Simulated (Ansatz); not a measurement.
Saddle point of AlNH4F2, singlet (AlHF₂ ([F][AlH][F]) + NH₃ → AlNH₂F₂ ([NH2][Al]([F])[F]) + H₂; bonds formed: H2–H5; dative contacts that become bonds: Al1–N6; bonds broken: Al1–H2, H5–N6), PBE0-D4/def2-TZVP structure:

```
atom    x (Å)    y (Å)    z (Å)
 Al1  -0.5304  -0.6965   0.1050
  H2  -1.0902   0.5424  -1.0468
  F3  -0.1909  -2.0669  -0.7381
  F4  -1.5535  -0.7083   1.3921
  H5  -0.2045   0.8561  -0.6794
  N6   0.8539   0.5397   0.2031
  H7   1.7526   0.3730  -0.2304
  H8   0.9631   1.1605   0.9944
```

Energies are electronic, without zero-point energy. Barriers and step energies count from the start structure reached by relaxing down the imaginary mode; all methods use the PBE0-D4 structures, on which another method's saddle can fall below an end. Computed with Ansatz 0.2.0 (basis: def2-TZVPP, with def2-QZVPP for the basis limit); correlated methods freeze the cores. B3LYP uses VWN-RPA correlation. Extrapolation: Hartree–Fock as exp(−7.88 √X), correlation as X^−2.97.

```
      method  barrier (kJ/mol)  step energy (kJ/mol)
       SPW92             113.4                  75.5
      PBE-D4             125.8                  65.7
     BLYP-D4             133.1                  58.8
   r2SCAN-D4             132.6                  66.0
      B97M-V             148.5                  81.4
     PBE0-D4             141.6                  72.6
    B3LYP-D4             145.2                  65.6
  r2SCAN0-D4                 ?                  71.1
    BHLYP-D4             164.3                  73.8
CAM-B3LYP-D4             151.5                  70.6
     wB97X-V             154.8                  72.0
     wB97M-V                 ?                  68.2
      B2PLYP             149.3                  65.8
    PBE-QIDH                 ?                  72.8
  RPA on PBE             154.0                  69.6
          HF             198.7                  80.6
         MP2             149.3                  62.3
        CCSD             162.2                  70.5
     CCSD(T)             155.2                  68.4
```

(1) Fill in the withheld barriers. (An estimate is asked for; the value comes from the calculation.)

No T1 diagnostic of these runs exceeds 0.013.

Answers

(1) By the calculation: PBE-QIDH 151.9; r2SCAN0-D4 145.3; wB97M-V 152.8 kJ/mol. Each is the energy of the saddle less that of the start structure, by the same method.

For comparison, the barrier by CCSD(T) at an estimated basis limit (MP2 extrapolated from triple and quadruple zeta, plus CCSD(T) − MP2 in triple zeta) is 153.6 kJ/mol.

The step is the kind of exchange with an N–H group that builds nitride films in atomic layer and chemical vapour deposition.

Labels in which every atom is bracketed show which atoms are joined, not bond orders.

For scale, one of the runs: CCSD(T)/def2-TZVPP, 191 basis functions, launched by `ansatz run in.yaml --threads 2 --pin off --events-out ev --progress --plain --max-ram 4352MiB`. The run took 64 s on 2 CPU threads of an Arm Neoverse V1 (shared host), with 2.2 GiB of host memory at its peak.
